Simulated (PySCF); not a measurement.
Te(F)(Me) (CH₃FTe), SMILES C[Te]F.

Geometry optimised at PBE-D3(BJ)/def2-TZVP. The def2 effective core potentials stand for the cores of Te; spin–orbit coupling is left out.

All values below come from PBE-D3(BJ)/def2-TZVP (PySCF).

Frequencies are harmonic and unscaled.

**Question.** Give all harmonic wavenumbers and intensities. (An estimate is asked for; the answer gives what the named calculation found.)

**Answer.** 
```
mode  ν (cm⁻¹)  IR (km/mol)  moving atoms (share of kinetic energy)
----  --------  -----------  --------------------------------------
1          108          0.0                                  H 95 %
2          174          2.9         F 45 %, C 27 %, H 18 %, Te 10 %
3          519          5.9                 C 73 %, H 16 %, Te 10 %
4          573         57.7                         F 87 %, Te 13 %
5          790         10.8                          H 80 %, C 18 %
6          817         10.5                          H 88 %, C 12 %
7         1204          3.8                          H 85 %, C 15 %
8         1387          5.6                                  H 95 %
9         1411         12.3                                  H 95 %
10        2988          3.7                                  H 98 %
11        3082          2.8                           H 91 %, C 9 %
12        3111          0.1                          H 90 %, C 10 %
```
